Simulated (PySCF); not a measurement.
## Working out the ionisation energy of Sc

Sc [Ar] 3d1 4s2 (2D) → Sc⁺ [Ar] 3d1 4s1 (3D). All numbers are calculated (PySCF 2.14, no relativity, point nucleus, in pcseg-2 (6s4p3d2f1g, 56 functions)). Frozen: [Ar]. Energies in hartree (1 hartree = 27.21139 eV):

| part | Sc (lower) | Sc⁺ (upper) |
| --- | --- | --- |
| UHF | -759.725020 | -759.527869 |
| MP2 opposite-spin | -0.023343 | 0.000000 |
| MP2 same-spin | -0.002703 | -0.002947 |

**Question.** What does Hartree-Fock give?

**Answer.** (-759.527869) − (-759.725020) = 0.197151 hartree = 5.365 eV.

**Question.** What do MP2 and SCS-MP2 (6/5 opposite-spin, 1/3 same-spin) give?

**Answer.** The opposite-spin parts differ by 0.635 eV and the same-spin parts by -0.007 eV. MP2: 5.365 + (0.635) + (-0.007) = 5.993 eV. SCS-MP2: 5.365 + 1.2 × (0.635) + (-0.007)/3 = 6.125 eV.

Measured between the centres of the two terms (NIST): 6.562 eV, so MP2 (valence) is off by -0.569 eV.

The calculation is non-relativistic.

What remains against the reference includes basis incompleteness, the frozen core and correlation beyond second order.
